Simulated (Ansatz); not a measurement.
The cluster H5Au4⁻. Total charge -1; singlet. Geometry r2SCAN-D4/def2-SVPD.

Cartesian coordinates in Å:
```
Au -1.373 3.095 -2.335
Au 0.252 -0.917 1.032
Au 1.548 -3.032 2.290
Au -0.381 0.916 -0.920
H 0.124 2.279 -1.790
H -2.489 4.054 -2.976
H -0.908 -0.569 -0.204
H 1.187 -1.282 2.394
H 2.040 -4.544 2.509
```

In the def2 sets Au takes a core potential; there is no spin–orbit coupling. B3LYP takes the VWN-RPA correlation. HSE06 is defined as in plane-wave codes, on full-range PBE exchange. The structure comes from a short search, and lower isomers may exist.

Task: Estimate the orbital energies around the gap (eV) in Ansatz with PBE-D4/def2-TZVPD, r2SCAN-D4/def2-TZVPD, B3LYP-D4/def2-TZVPD, PBE0-D4/def2-TZVPD, HSE06-D4/def2-TZVPD.

Result: 
```
orbital  PBE-D4/def2-TZVPD  r2SCAN-D4/def2-TZVPD  B3LYP-D4/def2-TZVPD  PBE0-D4/def2-TZVPD  HSE06-D4/def2-TZVPD
 HOMO−5              -3.40                 -3.68                -4.58               -4.84                -4.44
 HOMO−4              -3.37                 -3.64                -4.57               -4.83                -4.43
 HOMO−3              -3.26                 -3.52                -4.43               -4.68                -4.29
 HOMO−2              -3.25                 -3.50                -4.32               -4.53                -4.13
 HOMO−1              -2.66                 -2.87                -3.50               -3.65                -3.25
   HOMO              -2.54                 -2.75                -3.38               -3.53                -3.14
   LUMO               1.14                  1.33                 1.56                1.76                 1.42
 LUMO+1               1.23                  1.42                 1.66                1.88                 1.54
 LUMO+2               1.41                  1.63                 1.85                2.09                 1.74
 LUMO+3               2.20                  2.50                 2.58                2.82                 2.48
 LUMO+4               2.52                  2.84                 2.96                3.20                 2.86
 LUMO+5               2.70                  3.02                 3.15                3.40                 3.06
```
